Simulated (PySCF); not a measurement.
## Relaxation of singlet WNF₃

Computed with PBE0/[W def2-TZVP with ECP60, N def2-TZVP, F def2-TZVP], scalar-relativistic core potentials, density fitting, no spin–orbit coupling, PySCF. A (50,194) grid was used.

A hand-made square planar start, of C2v symmetry, held to at least that symmetry:

```xyz
5
charge 0 multiplicity 1, angstrom
W     0.0000   -0.0509    0.0000
N     0.0000   -1.8509    0.0000
F     2.0100   -0.0509    0.0000
F     0.0000    1.9591    0.0000
F    -2.0100   -0.0509    0.0000
```

Question: What does it relax to?

Answer: It ends at C2v with W–F 1.857 Å (×2), W–F 2.000 Å, W–N 1.654 Å; F–W–F 83.0° (×2), F–W–F 165.9°, F–W–N 97.0° (×2), F–W–N 180.0°. A frequency run shows 2 imaginary modes, down to 277i cm⁻¹, so it is a higher-order saddle point. Other isomers or separated fragments may lie lower.

Question: How much energy is released, and in how many steps?

Answer: 132.2 kJ/mol in 5 steps.

Stability towards spin polarisation was not tested. With an element this heavy the missing spin–orbit coupling can shift these numbers.

The relaxation took roughly 4 core-minutes on a shared host.
